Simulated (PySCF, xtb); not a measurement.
H₅OSi₂, SMILES [SiH2]O[SiH3] (connectivity only; charge and spin as stated), charge +1, multiplicity 1.

Harmonic wavenumbers (cm⁻¹) from GFN2-xTB (xtb) at its own minimum, in rising order: 9, 124, 138, 382, 511, 555, 563, 650, 716, 719, 737, 776, 1202, 2341, 2343, 2344, 2399, 2408.

Q: What does PBE0-D3(BJ)/def2-TZVP in PySCF give at its own minimum? (An estimate is asked for; the answer gives what the named calculation found.)

A: 37, 54, 142, 513, 681, 703, 705, 723, 930, 938, 944, 969, 1259, 2284, 2292, 2314, 2316, 2352. Paired by order, the mean absolute difference is 107 cm⁻¹ and the zero-point energies are 27.0 and 28.8 kcal/mol.
